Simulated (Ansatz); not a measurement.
Two isomers of C2H8OSn: A = `CC[O][SnH3]`, B = `[CH3][SnH]([CH3])[OH]`.

Program: Ansatz. Geometries: PBE0-D4/def2-TZVP. ΔE: electronic, gas phase. CCSD(T)/CBS is the MP2 limit (def2-TZVPP, def2-QZVPP) plus CCSD(T) − MP2 in def2-TZVPP, frozen cores. Functionals use def2-TZVPP. Elements past krypton have def2 core potentials. For Sn outer-core shells are correlated without core-valence functions, which leaves a few kJ/mol of doubt a bond. One conformer a species, not always the lowest.

A:

Z-matrix (Å, degrees):
```
C
C 1 1.511
H 1 1.092 2 110.3
H 1 1.093 2 110.7 3 120.2
H 1 1.092 2 110.3 3 -119.5
O 2 1.408 1 109.1 3 59.7
H 2 1.102 1 109.5 3 -61.9
H 2 1.102 1 109.5 3 -178.6
Sn 6 1.967 2 118.9 1 179.9
H 9 1.709 6 107.5 2 -60.2
H 9 1.709 6 107.5 2 59.2
H 9 1.699 6 103.9 2 179.5
```

B:

```xyz
12

C    -0.488   -0.173    1.850
Sn    0.217    0.552   -0.022
C    -0.596   -0.495   -1.699
O     2.151    0.141    0.055
H    -0.008    0.375    2.660
H    -1.570   -0.055    1.929
H    -0.238   -1.231    1.941
H     0.057    2.254   -0.201
H    -1.678   -0.363   -1.744
H    -0.157   -0.121   -2.624
H    -0.371   -1.557   -1.604
H     2.682    0.673   -0.540
```

Which is lower in electronic energy at CCSD(T)/CBS, and by how much? (An estimate is asked.)

Computed: B, by 27.9 kcal/mol.

Give E(B) − E(A) in kcal/mol with PBE-D4, HF/def2-TZVPP, B2PLYP, CCSD(T)/def2-SVP, BLYP-D4, CCSD/def2-TZVPP, ωB97M-V. (An estimate is asked.)

Computed: PBE-D4 -24.3, HF/def2-TZVPP -20.3, B2PLYP -25.2, CCSD(T)/def2-SVP -15.8, BLYP-D4 -23.7, CCSD/def2-TZVPP -25.2, ωB97M-V -24.6. None reverses the order clearly.

Does the order hold for the free energy at 298.15 K (harmonic terms from PBE0-D4)? (Estimate.)

The calculation gave: Yes: G(B) − G(A) = -28.0 kcal/mol, for one conformer each. Modes under 60 cm⁻¹, often nearly free rotors, make the harmonic entropy too high.

Largest T1 diagnostic: 0.013.

From BLYP to BHLYP (50 % exact exchange), in def2-TZVPP and without D4, E(B) − E(A) moves by +1.2 kcal/mol. Leaving LDA and LC-ωPBE aside and taking each functional with its dispersion term where it has one, the values, not all of them listed here, spread over 5.0 kcal/mol, from PBE-QIDH to B97M-V. LDA lies +3.4 kcal/mol from PBE without D4.
